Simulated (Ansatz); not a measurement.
C$_{2}$H$_{5}$NSi, SMILES `N=C=C[SiH3]`, relaxed with RKS PBE0-D4/def2-TZVP in the Gaussian-basis code of Ansatz from a PBE-D4/def2-SVP geometry. The force threshold is 0.005 eV/Å; the program also tests the step.

The species carries charge 0 and has multiplicity 1.

Start:

```xyz
9

N     0.952    1.974    1.136
C     0.178    1.255    0.504
C    -0.675    0.400   -0.044
Si   -0.195   -1.370   -0.401
H     1.602    2.565    0.597
H    -1.687    0.770   -0.286
H     1.238   -1.573    0.006
H    -1.071   -2.335    0.357
H    -0.342   -1.686   -1.868
```

(1) How much energy does the relaxation release, and in how many steps? (Estimate.)

(2) Which bonds change most? (Estimate.)

(3) Give the relaxed structure. (An estimate is asked.)

Answers

(1) Computed: 4.89 kJ/mol, in 10 steps, 1 of them rejected.

(2) Computed: Si4–H8 from 1.507 to 1.487 Å; Si4–H9 from 1.508 to 1.488 Å; C3–Si4 from 1.869 to 1.849 Å; C2–C3 from 1.326 to 1.307 Å.

(3) Ansatz gave: 
```xyz
9

N     0.942    1.946    1.112
C     0.173    1.230    0.503
C    -0.674    0.394   -0.037
Si   -0.190   -1.354   -0.396
H     1.580    2.524    0.573
H    -1.667    0.767   -0.271
H     1.222   -1.548    0.020
H    -1.062   -2.306    0.343
H    -0.323   -1.653   -1.847
```
